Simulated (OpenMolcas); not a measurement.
# Cl5+: effect of the active space

```
Program             : OpenMolcas
Method              : SS-CASPT2 or its RAS form, IPEA 0.25 Eh, imaginary shift 0.1 Eh
Basis               : ANO-R2
Scalar Hamiltonian  : X2C, finite nucleus
Spin-orbit coupling : state interaction with AMFI integrals over the reference wave functions, term energies averaged over their components
```

A. 2 electrons in 4 orbitals (3s 3p); 2S+1 = 3 even, 3 roots; 2S+1 = 1 even, 7 roots; 2S+1 = 3 odd, 3 roots; 2S+1 = 1 odd, 3 roots; closed shells correlated: 2s 2p; CASPT2 step about 2.3 core-seconds
B. 2 electrons in 8 orbitals (3s 3p 4s 4p); 2S+1 = 3 even, 3 roots; 2S+1 = 1 even, 7 roots; 2S+1 = 3 odd, 3 roots; 2S+1 = 1 odd, 3 roots; closed shells correlated: 2s 2p; CASPT2 step about 4 core-seconds
C. 2 electrons in 9 orbitals (RAS2 3s 3p; RAS3 3d, at most 2 electrons); 2S+1 = 3 even, 3 roots; 2S+1 = 1 even, 7 roots; 2S+1 = 3 odd, 3 roots; 2S+1 = 1 odd, 3 roots; closed shells correlated: 2s 2p; CASPT2 step about 5 core-seconds

Energies in cm⁻¹ above 3s² ¹S₀.

```tsv
Level	A	B	C
3s² ¹S₀	0.0	0.0	0.0
3s 3p ³P°₀	98573	98522	98558
3s 3p ³P°₁	99087	99036	99070
3s 3p ³P°₂	100146	100096	100123
3s 3p ¹P°₁	151014	150698	149209
3p² ³P₀	236399	236262	236085
3p² ³P₁	236968	236831	236651
3p² ³P₂ [66 %]	237744	237343	237740
3p² ¹D₂ [66 %]	240051	238898	230384
```

Among A to C the level of the table that moves most is 3p² ¹D₂ [66 %], by 9700 cm-1 (lowest in C, highest in A).

Over all roots computed the reference weight is 0.92 to 0.99 in A, 0.91 to 0.99 in B; the roots of lowest weight are the least certain, and an intruder state may touch them. The ¹D term of p² mixes with s d, which this space lacks (holds for A; B). Active for correlation alone: 4p 4s; no level in the range computed is led by a configuration that fills them, so any true level of that kind is missing (holds for B). Active for correlation alone: 3d; no level in the range computed is led by a configuration that fills it, so any true level of that kind is missing (holds for C). Some terms mix strongly with configurations of 3d, whose occupation reaches 0.24 (3p² ¹D) (holds for C). Levels of configurations outside the active space are missing. Levels that lie high or do not pair safely by name in every column are left out.

A share in square brackets marks a mixed level and gives the weight of the term that names it, the lowest over the columns. ° marks odd parity.
